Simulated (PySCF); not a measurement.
Delta-SCF ions had no search for a lower state. Excitations are Tamm–Dancoff values on a coarser integration grid. The basis has no diffuse functions, so Rydberg states are missing or too high.

**dihydrodimethylphenazine `CN1c2ccccc2N(C)c2ccccc21` (charge 0, multiplicity 1)**

Calculation: CAM-B3LYP-D3(BJ)/def2-SVP // B3LYP-D3(BJ)/def2-SVP in PySCF.

The HOMO is -5.79 eV. The dipole moment is 0.48 D and the LUMO is 1.01 eV. The HOMO–LUMO gap comes out as 6.80 eV, the S1 excitation (TDA) comes out as 3.88 eV and the S1 oscillator strength is 0.000. The brightest of the four lowest singlets (TDA) is 4.35 eV, the T1 excitation (TDA) is 3.10 eV and the S1–T1 gap (TDA) comes out as 0.78 eV. The vertical ionisation energy (Delta-SCF) comes out as 6.23 eV and the adiabatic ionisation energy (no zero-point term) comes out as 6.02 eV. The hole reorganisation energy (four-point) is 0.366 eV, the total energy is -650.6285 Ha and the cost is around 28 core-minutes (rough).

```xyz
30

C     -0.0808     2.7294    -0.8265
N     -0.0356     1.3309    -0.4748
C      1.1765     0.7577    -0.0531
C      2.3147     1.5137     0.2408
C      3.5178     0.8898     0.6064
C      3.5754    -0.4935     0.7122
C      2.4304    -1.2629     0.4531
C      1.2354    -0.6571     0.0550
N      0.0776    -1.3859    -0.2671
C      0.1504    -2.8204    -0.4021
C     -1.1693    -0.7671    -0.0731
C     -2.3397    -1.4811     0.1989
C     -3.5709    -0.8203     0.3313
C     -3.6285     0.5630     0.2255
C     -2.4553     1.2955    -0.0134
C     -1.2283     0.6478    -0.1813
H     -0.9448     2.9150    -1.4794
H      0.8271     2.9961    -1.3850
H     -0.1583     3.4026     0.0506
H      2.2737     2.6007     0.1816
H      4.3991     1.5011     0.8124
H      4.5029    -0.9914     1.0030
H      2.4798    -2.3460     0.5599
H     -0.6911    -3.1739    -1.0138
H      0.1233    -3.3568     0.5675
H      1.0808    -3.0928    -0.9194
H     -2.3013    -2.5647     0.3051
H     -4.4749    -1.4020     0.5246
H     -4.5787     1.0905     0.3340
H     -2.5074     2.3821    -0.0731
```
Charge 0, spin multiplicity 1.
